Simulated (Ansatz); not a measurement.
Task: Predict a relaxed structure of Cu(CO) (CuCO), charge 0, doublet, at r2SCAN-D4/def2-TZVP (Ansatz).

Result: 
```xyz
3

Cu   -0.898   -0.183   -1.275
C     0.222    0.269    0.143
O     0.676   -0.086    1.132
```
Point group Cs (tolerance 0.1 Å). The metal has 1 neighbour: C 1.86 Å. This is one stationary point.
